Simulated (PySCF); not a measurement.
# What builds the third ionisation energy along group 12

Calculated with PySCF 2.14 from differences of total energies of unrestricted determinants, without spin-orbit coupling. Each column adds one step, in eV (sums use unrounded values): valence MP2, valence CCSD, valence triples, then the next inner shell at CCSD(T) (Zn 3s 3p, Cd 4s 4p, Hg 5s 5p). References (NIST) marked * lie between the lowest fine-structure levels; the others compare directly ((s) semi-empirical, (t) theoretical).

```
                                                                                         element     UHF  + MP2  + CCSD  + (T)  + inner shell     sum         reference
                                         Zn [Ar] 3d10 → [Ar] 3d9 (def2-TZVPPD, non-relativistic)  37.327  2.912  -0.624  0.098          0.111  39.824          39.723 *
          Cd [Kr] 4d10 → [Kr] 4d9 (def2-TZVPPD with the def2 core potential (28 electrons), ECP)  35.947  1.918  -0.320  0.071         -0.233  37.382  37.468 ± 0.006 *
Hg [Xe] 4f14 5d10 → [Xe] 4f14 5d9 (def2-TZVPPD with the def2 core potential (60 electrons), ECP)  33.609  1.789  -0.300  0.072         -0.149  35.022    34.49 ± 0.05 *
```

What remains against the references is mostly basis incompleteness and, for starred values, spin-orbit coupling.

These are valence bases, so the inner-shell step is incomplete.
